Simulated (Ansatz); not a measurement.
Cl₂HOSV, SMILES `[OH][V](=[S])([Cl])[Cl]`, relaxed with RKS PBE-D4/def2-SVP in the Gaussian-basis code of Ansatz from a rough embedded geometry. The force threshold is 0.03 eV/Å; the program also tests the step.

Total charge 0; spin multiplicity 1.

Start:

```xyz
6

O     0.257   -0.624   -1.532
V     0.116    0.289    0.216
S     1.365    1.810    0.216
Cl   -1.980    1.103    0.532
Cl    0.671   -1.158    1.970
H    -0.429   -1.420   -1.402
```

By how much does the energy fall, and how many steps does the optimiser take? (Estimate.)

Computed: 21.33 kcal/mol, in 5 steps.

Which bonds change most? (An estimate is asked.)

The calculation gave: O1–V2 from 1.977 to 1.750 Å; V2–Cl5 from 2.341 to 2.153 Å; V2–Cl4 from 2.271 to 2.153 Å; O1–H6 from 1.059 to 0.983 Å.

Give the relaxed structure. (Best estimate.)

Computed: 
```xyz
6

O     0.208   -0.576   -1.310
V     0.089    0.251    0.228
S     1.397    1.774    0.153
Cl   -1.911    1.000    0.501
Cl    0.608   -1.098    1.824
H    -0.391   -1.350   -1.396
```
